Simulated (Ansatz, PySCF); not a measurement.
Energy difference 3 R1 → P1, each structure at its B3LYP-D3(BJ)/def2-TZVP stationary point, reached from a drawn start (curvature not checked).
R1: OSi (SMILES [O+]#[Si-]), charge 0, multiplicity 1.
P1: O3Si3 (SMILES [o+]1[si-][o+][si-][o+][si-]1), charge 0, multiplicity 1.

P less R. No zero-point or thermal terms.

Programs: Ansatz (Gaussian orbitals); PySCF for the D3/D4 terms. Each number belongs to the level named beside it.

What is the computed reaction energy (BLYP-D4/def2-TZVPP)?

-4.64 eV

What is the computed reaction energy (wB97M-V/def2-TZVPP)?

-5.23 eV

Predict the reaction energy from BHLYP/def2-TZVPP.

-5.49 eV

Ansatz is a first-principles code.
